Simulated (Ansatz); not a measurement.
The same path of CH3Cl2FGe (8 atoms, charge 0, multiplicity 1) was run twice with different band settings.

Computed with RKS PBE/def2-SVP (Ansatz).

Relaxed end points:

```xyz
8
Properties=species:S:1:pos:R:3
Ge 0.461 0.436 0.522
F -0.450 0.928 1.934
C -0.679 -0.591 -0.675
H -1.684 -0.663 -0.218
Cl 1.198 2.260 -0.373
Cl 2.144 -0.697 1.265
H -0.741 -0.072 -1.649
H -0.248 -1.601 -0.806
```

```xyz
8
Properties=species:S:1:pos:R:3
Ge 0.454 0.449 0.519
F -0.524 1.244 1.734
C -0.676 -0.589 -0.668
H -1.245 -1.325 -0.068
Cl 1.527 2.014 -0.513
Cl 1.877 -0.772 1.591
H -1.373 0.095 -1.190
H -0.041 -1.115 -1.405
```

Common settings: movable images 5; climbing image yes; spring 5.0 eV/Å²; optimiser quadratic models (default); start path through a guess of the saddle point; iteration limit 60; end points relaxed.

| run | force threshold |
| --- | --- |
| 1 | 0.05 eV/Å |
| 2 | 0.5 eV/Å |

(1) What does each run give, and how far can it be trusted?

## Answers

(1) Run 1: converged after 14 iterations, highest image 0.000 eV above the first end. The highest image is an end point: on this band no image between the ends rises above it.
Run 2: converged after 10 iterations, highest image 0.000 eV above the first end. The highest image is an end point: on this band no image between the ends rises above it.
